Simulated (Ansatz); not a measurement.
`[O][Si](O)(O)Cl` radical, charge 0, multiplicity 2.

Question: Give a relaxed structure at PBE0-D4/def2-TZVP (Ansatz). (Estimate.)

Answer: Computed: 
Z-matrix (Å, degrees):
```
Si
O 1 1.615
O 1 1.623 2 106.8
O 1 1.646 2 111.7 3 126.8
Cl 1 2.039 2 113.3 3 -124.1
H 2 0.959 1 117.4 3 18.7
H 3 0.959 1 118.3 2 -179.7
```
